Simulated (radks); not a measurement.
Values are calculated unless marked as measured or tabulated.
Excited configurations of Ba2+: one electron is placed in a higher orbital outside [Kr] 4d10 5s2 5p5. The ground configuration is [Xe]. Code: a radial shooting solver on a logarithmic mesh with Libxc functionals. Model: non-relativistic Kohn-Sham, PBE, spin-polarised, spherical densities, point nucleus; open shells are filled with parallel spins first (spin-orbit coupling, left out, can overturn this in heavy ions); relativity is left out, which matters for an element this heavy. Excitation = E - E(ground); binding = E(ion) - E, where the ion is the core of charge +3; n* = 3/sqrt(2 binding) in atomic units, and the quantum defect is n - n*.

| outer orbital | excitation (eV) | binding (eV) | n* | eigenvalue (eV) | <r> (bohr) |
|---|---|---|---|---|---|
| 4f | 18.145 | 17.924 | 2.614 | -11.146 | 1.469 |
| 5d | 16.977 | 19.093 | 2.533 | -15.053 | 2.632 |
| 5f | 28.057 | 8.012 | 3.909 | -6.403 | 5.748 |
| 6s | 19.377 | 16.693 | 2.708 | -14.153 | 3.880 |
| 6p | 22.518 | 13.551 | 3.006 | -11.448 | 4.479 |
| 6d | 26.765 | 9.304 | 3.628 | -7.853 | 5.989 |
| 6f | 30.677 | 5.392 | 4.765 | -4.488 | 9.797 |
| 7s | 26.969 | 9.100 | 3.668 | -7.871 | 7.060 |
| 7p | 28.245 | 7.824 | 3.956 | -6.725 | 7.932 |
| 7d | 30.234 | 5.835 | 4.581 | -4.973 | 10.06 |

The Delta-SCF ionisation energy is 36.069 eV (NIST Atomic Spectra Database: 35.844 eV, measured). Self-interaction in the functional shifts the binding energies and quantum defects, so they are the method's values and not measured ones. Relativity is left out here, which matters for elements this heavy. Open shells are spherical and high-spin; term and fine-structure splittings are not resolved.
